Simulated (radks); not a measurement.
Valence configurations of neutral molybdenum (all share [Kr]). All-electron calculation, Dirac Kohn-Sham, LDA (Slater exchange, Perdew-Wang correlation), spin-unpolarised, spherical densities, point nucleus; open shells fill j = l - 1/2 first. Program: a radial shooting solver on a logarithmic mesh with Libxc functionals. Energies are relative to 4d5 5s1; eigenvalues in eV.

valence,E (eV),e(4d3/2),e(4d5/2),e(5p1/2),e(5s1/2)
4d4.5 5s1.5,-0.134,-4.873,-4.657,-,-4.664
4d5 5s1,0.000,-3.992,-3.788,-,-4.302
4d4 5s2,0.005,-5.856,-,-,-5.053
4d5.5 5s0.5,0.368,-3.224,-3.030,-,-3.976
4d6,0.933,-2.576,-2.394,-,-
4d5 5s0.5 5p0.5,1.553,-4.615,-4.408,-1.610,-4.756
4d5 5p1,3.149,-5.190,-4.981,-1.924,-
4d4.5 5s0.5 5p1,3.188,-6.070,-5.849,-2.090,-5.500
4d4 5s1 5p1,3.510,-7.045,-,-2.272,-5.863
4d3 5s2 5p1,5.391,-9.272,-,-2.673,-6.649

NIST lists [Kr] 4d5 5s1 as the ground configuration; this level of theory puts 4d4.5 5s1.5 lower, by 0.134 eV. The energies are those of spherical spin-averaged densities, not of single terms.
